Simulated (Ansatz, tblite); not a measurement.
Isomers of Sn4O5 (singlet), found by a short tight-binding search and relaxed with PBE-D4/def2-SVP in Ansatz.

In the def2 sets Sn takes a core potential; there is no spin–orbit coupling. The xTB rows come from tblite. HSE06 is defined as in plane-wave codes, on full-range PBE exchange. Correlated methods freeze 21 core orbitals; core or outer-core shells of Sn are correlated, in sets that lack core-valence functions.

Run but left out: HF/def2-SVP (B: restricted singlet, unstable towards broken spin symmetry); B2PLYP/def2-TZVP (B: restricted singlet, unstable in another Hartree–Fock run and untested here).

A: It holds 1 O–O bond. B: The restricted singlet is unstable towards broken spin symmetry in Hartree–Fock (as tested in another run); at PBE-D4/def2-TZVP, r2SCAN-D4/def2-TZVP, PBE0-D4/def2-TZVP, HSE06-D4/def2-TZVP this wasn't settled. At MP2/def2-SVP the restricted singlet (for correlated methods, its reference) is unstable: a solution with broken spin symmetry lies lower. It holds 1 O–O bond. C: It holds 1 O–O bond.

Other spin states weren't relaxed.

A:

Cartesian coordinates in Å:
```
Sn 0.649 -1.397 1.445
Sn -0.684 -1.512 -1.546
Sn -1.848 1.002 0.206
Sn 1.407 1.017 -0.863
O 1.230 -1.190 -0.636
O -1.285 -1.039 0.578
O 0.092 1.730 0.947
O 1.105 0.756 1.445
O -0.665 0.632 -1.577
```

B:

```xyz
9

Sn    1.135    0.522   -1.771
Sn    1.809   -0.931    0.747
Sn   -1.827   -1.494   -0.376
Sn   -0.783    1.857    1.284
O     0.904    1.122    0.406
O     2.781   -0.387   -0.967
O    -1.916   -0.085    1.376
O     0.160   -1.270   -0.775
O    -2.263    0.666    0.078
```

C:

```xyz
9

Sn    2.261   -1.061   -0.485
Sn   -0.753    0.472    1.909
Sn   -1.351   -2.146   -0.876
Sn   -0.804    1.682   -0.977
O    -1.487   -0.249   -0.078
O     1.265    0.938   -0.449
O     1.289    0.352    0.946
O    -1.074    2.240    0.958
O     0.655   -2.228   -0.949
```

Estimate their order by electronic energy at PBE0-D4/def2-TZVP, counted from the lowest.

A (0.00) < C (0.82) < B (1.18), in eV.

Do the other levels pick the same lowest one?

Not GFN2-xTB. Energies above each level's lowest (eV):

```
              level     A     B     C
           GFN1-xTB  0.00  1.69  1.39
           GFN2-xTB  0.27  0.52  0.00
   PBE-D4/def2-TZVP  0.00  1.06  0.74
r2SCAN-D4/def2-TZVP  0.00  1.21  0.89
  PBE0-D4/def2-TZVP  0.00  1.18  0.82
 HSE06-D4/def2-TZVP  0.00  1.17  0.81
       MP2/def2-SVP  0.00  1.35  1.11
```
Point groups (tolerance 0.1 Å): A Cs, B C2v, C Cs. Lower isomers may exist.
